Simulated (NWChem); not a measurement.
**Correlation energy of CdS**

```
Cd
S 1 2.2458
```
Charge 0, spin multiplicity 1.

Everything below was run with NWChem. All single points use one geometry, from PBE0/def2-SVP with def2 effective core potentials on Cd, a minimum by its harmonic frequencies.

Basis set: def2-TZVP. Each correlation energy counts from its own Hartree-Fock reference.

Effective core potentials replace the inner electrons of Cd; spin-orbit coupling is left out. The correlated methods keep 9 core orbitals frozen. The structure started from a generated list of species. No row is a measurement; the coupled-cluster row has its own basis-set and correlation limits.

Problem. Order these methods by the correlation energy they give, lowest first: MP2, CCSD(T), CR-CCSD[T], CCSD+T(CCSD), CCSD, SCS-MP2.

Solution. CCSD+T(CCSD) (-526.9 mHa), CCSD(T) (-525.5 mHa), CR-CCSD[T] (-521.7 mHa), MP2 (-511.0 mHa), CCSD (-506.0 mHa), SCS-MP2 (-467.8 mHa)
